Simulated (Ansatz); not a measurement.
`N[SiH2]CBO` + `[SiH3]S` → `OBCS[SiH3]` + `N[SiH3]`  (substitution at a C–Si bond)

Isolated molecules relaxed with PBE0-D4/def2-TZVP in Ansatz; ΔE leaves out vibrations. CCSD(T)/CBS adds triple-zeta CCSD(T) − MP2 to the extrapolated MP2 energy (def2 sets, frozen cores). This one scheme is used for every species. DFT in def2-TZVPP. B3LYP here is the variant with VWN-RPA as its local correlation; programs differ in this. Each species was taken in one conformer, which may not be the lowest.

`N[SiH2]CBO`:

Cartesian coordinates in Å:
```
N -1.220 -1.111 1.427
Si 0.399 -0.854 0.910
C 0.633 -0.247 -0.859
B -0.025 1.135 -1.092
O 0.739 2.256 -0.993
H -1.836 -0.332 1.595
H -1.736 -1.913 1.103
H 1.100 -2.160 1.040
H 1.005 0.144 1.831
H 1.716 -0.217 -1.028
H 0.191 -1.018 -1.498
H -1.204 1.255 -1.317
H 0.237 3.064 -1.118
```

`[SiH3]S`:

Z-matrix (Å, degrees):
```
Si
S 1 2.137
H 1 1.485 2 111.6
H 1 1.485 2 111.6 3 -122.0
H 1 1.482 2 104.8 3 119.0
H 2 1.344 1 94.7 3 60.9
```

`OBCS[SiH3]`:

Cartesian coordinates in Å:
```
O -0.508 -2.865 -0.488
B 0.426 -1.922 -0.236
C 0.018 -0.414 -0.395
S 0.561 0.490 1.098
Si -0.202 2.411 0.608
H -0.182 -3.762 -0.380
H 1.538 -2.239 0.092
H -1.059 -0.301 -0.539
H 0.533 0.008 -1.266
H 0.399 2.910 -0.658
H -1.679 2.371 0.433
H 0.154 3.312 1.732
```

`N[SiH3]`:

Cartesian coordinates in Å:
```
N -0.858 0.565 0.286
Si 0.457 -0.421 -0.221
H -1.023 1.448 -0.170
H -1.089 0.622 1.264
H 0.396 -0.538 -1.701
H 1.821 0.077 0.129
H 0.297 -1.755 0.413
```

| species | B3LYP-D4 energy (Eh) |
| --- | --- |
| `N[SiH2]CBO` | -487.46895 |
| `[SiH3]S` | -690.17891 |
| `OBCS[SiH3]` | -830.28634 |
| `N[SiH3]` | -347.33620 |

Problem. Work out ΔE.

Solution. ΔE = (-830.28634) + (-347.33620) − (-487.46895) − (-690.17891) = 0.02532 Eh = +66.5 kJ/mol. CCSD(T)/CBS gives +68.1 kJ/mol.

Largest T1 diagnostic among the species: 0.012.

In def2-TZVPP, CCSD(T) changes the Hartree–Fock value by +4.1 kJ/mol (the triples alone add −0.9 kJ/mol) and MP2 by +4.4 kJ/mol. At CCSD(T), def2-SVP lies −4.3 kJ/mol from the extrapolated value and def2-TZVPP +0.9 kJ/mol.
